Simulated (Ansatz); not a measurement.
One geometry of CrCl3⁻, several levels of theory.

```yaml
crystal:
  periodic: [false, false, false]
  atoms:
    - {symbol: Cr, position_ang: [0.000251, -0.000470, -0.065037]}
    - {symbol: Cl, position_ang: [2.138736, -0.025913, 0.034066]}
    - {symbol: Cl, position_ang: [-1.046549, 1.865691, 0.005221]}
    - {symbol: Cl, position_ang: [-1.092438, -1.839308, 0.025750]}
basis:
  gaussian: {orbitals: def2-TZVP, initial_orbitals: start.molden}
total_charge: -1
magnetization: {spin_polarized: true, initial_magnetization: 4}
hamiltonian: {xc: {name: LC-wPBE, parameters: {omega: 0.2/bohr}}}
scf: {omitted_lower_state_checks: [starts]}
output: {orbitals: {seedname: orbitals}}
```

The file start.molden holds the orbitals of an earlier run on this structure, at another level or in another basis.

```sh
$ ansatz run in.yaml --threads 2 --pin off --events-out ev --progress --plain --max-ram 4352MiB
```

Output, abridged:

```
Functional definition: LC-wPBE
1197 factors; their error is unknown
151 factors; integrals over basis functions are off by at most 9.4e-6 eV
mean field evaluation 1: about -65980.1320 eV, gradient 1.3e1 eV
mean field evaluation 2: about -65980.3222 eV, gradient 3.2e-1 eV
mean field evaluation 4: about -65980.3187 eV, gradient 1.1e-1 eV
mean field evaluation 8: about -65980.3209 eV, gradient 1.1e-2 eV
mean field evaluation 16: about -65980.3188 eV, gradient 1.9e-5 eV
mean field -65980.31875460 eV, -2424.7319911652 hartree, gradient 7.2e-6 eV, S^2 6.018997; 0 other end points of the search recorded, 0 dependent functions left out
reference -65980.31875463 eV, -2424.7319911663 hartree; 40, 36 occupied and 116, 120 virtual orbitals, 1197 factors
Total energy: -65980.31875463 eV, -2424.7319911663 hartree
Checks for a lower state left out: starts
```

It took 21 s on 2 threads of AMD EPYC 7R43 on a shared host.

As the first input, with `hamiltonian: {xc: {name: LC-wPBE, parameters: {omega: 0.15/bohr}}}` (abridged; 20 s):

```
Functional definition: LC-wPBE
mean field evaluation 16: about -65979.8198 eV, gradient 8.9e-6 eV
mean field -65979.81975181 eV, -2424.7136531508 hartree, gradient 8.9e-6 eV, S^2 6.019951
Total energy: -65979.81975186 eV, -2424.7136531528 hartree
Checks for a lower state left out: starts
```

The first input with `gaussian: {orbitals: def2-TZVPD, initial_orbitals: start.molden}`, `hamiltonian: {xc: pbe0, dispersion: d4}` (abridged; 35 s):

```
Functional definition: PBE0
mean field evaluation 16: about -65979.8692 eV, gradient 1.7e-5 eV
mean field -65979.86919068 eV, -2424.7154699959 hartree, gradient 1.8e-6 eV, S^2 6.020762
Total energy: -65980.01444501 eV, -2424.7208079939 hartree
Checks for a lower state left out: starts
```

The first input with `gaussian: {orbitals: def2-TZVPD, initial_orbitals: start.molden}`, `hamiltonian: {xc: pbe, dispersion: d4}` (abridged; 19 s):

```
Functional definition: PBE
mean field evaluation 16: about -65976.3339 eV, gradient 2.6e-5 eV
mean field -65976.33392425 eV, -2424.5855513510 hartree, gradient 6.3e-6 eV, S^2 6.023205
Total energy: -65976.50150678 eV, -2424.5917098952 hartree
Checks for a lower state left out: starts
```

The first input with `hamiltonian: {xc: {name: LC-wPBE, parameters: {omega: 0.1/bohr}}}` (abridged; 25 s):

```
Functional definition: LC-wPBE
mean field evaluation 16: about -65979.3905 eV, gradient 5.2e-6 eV
mean field -65979.39045576 eV, -2424.6978768122 hartree, gradient 5.2e-6 eV, S^2 6.020815
Total energy: -65979.39045591 eV, -2424.6978768175 hartree
Checks for a lower state left out: starts
```

First input, but with `gaussian: {orbitals: def2-TZVPD, initial_orbitals: start.molden}`, `hamiltonian: {xc: r2scan, dispersion: d4}` (abridged; 63 s):

```
Functional definition: r2SCAN
mean field evaluation 16: about -65995.0672 eV, gradient 6.1e-4 eV
mean field -65995.06720304 eV, -2425.2739866485 hartree, gradient 9.2e-6 eV, S^2 6.025666
Total energy: -65995.10447500 eV, -2425.2753563678 hartree
Checks for a lower state left out: starts
```

First input, but with `hamiltonian: {xc: {name: LC-wPBE, parameters: {omega: 0.3/bohr}}}` (abridged; 23 s):

```
Functional definition: LC-wPBE
mean field evaluation 16: about -65981.4035 eV, gradient 2.2e-5 eV
mean field -65981.40350633 eV, -2424.7718550559 hartree, gradient 9.2e-6 eV, S^2 6.017123
Total energy: -65981.40350634 eV, -2424.7718550563 hartree
Checks for a lower state left out: starts
```

Geometry: B3LYP-D4/def2-SVP, that of the neutral quartet.

At PBE-D4/def2-TZVPD the highest occupied level of the charge -1 quintet lies above zero (up to 0.44 eV). By energy differences its removal costs 2.58 eV (vertical, to the charge 0 quartet, at PBE-D4/def2-TZVPD); a positive level beside a positive removal energy at the same level points to self-interaction error.
